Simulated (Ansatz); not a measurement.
Reaction (cleavage of the Si–Sb bond): `[SiH3][SbH][SiH3]` + `[OH][SnH2][Cl]` → `[SiH3][O][SnH2][Cl]` + `[SiH3][SbH2]`

Computed with Ansatz on PBE0-D4/def2-TZVP structures; ΔE is electronic, products minus reactants. CCSD(T)/CBS adds triple-zeta CCSD(T) − MP2 to the extrapolated MP2 energy (def2 sets, frozen cores). DFT in def2-TZVPP. HSE06 is defined as in plane-wave codes. Elements past krypton have def2 core potentials. For Sb, Sn outer-core shells are correlated without core-valence functions, which leaves a few kJ/mol of doubt a bond. Each species was taken in one conformer, which may not be the lowest.

| level | ΔE (kJ/mol) | difference from CCSD(T)/CBS |
| --- | --- | --- |
| PBE-D4 | -39.7 | 20.8 |
| ωB97X-V | -63.6 | -3.1 |
| BLYP | -59.8 | 0.7 |
| r2SCAN0 | -59.1 | 1.4 |
| HSE06 | -47.3 | 13.2 |
| CAM-B3LYP | -72.8 | -12.3 |
| LC-ωPBE | -58.3 | 2.2 |
| CCSD(T)/def2-SVP | -65.9 | -5.4 |
| SCS-MP2/def2-QZVPP | -68.2 | -7.7 |
| HF/CBS(def2) | -92.7 | -32.2 |
| CCSD(T)/CBS | -60.5 | 0 |

Largest T1 diagnostic among the species: 0.014.

From BLYP to BHLYP (50 % exact exchange), in def2-TZVPP and without D4, ΔE moves by −15.4 kJ/mol. In def2-TZVPP, CCSD(T) changes the Hartree–Fock value by +24.5 kJ/mol (the triples alone add +4.1 kJ/mol) and MP2 by +28.3 kJ/mol.
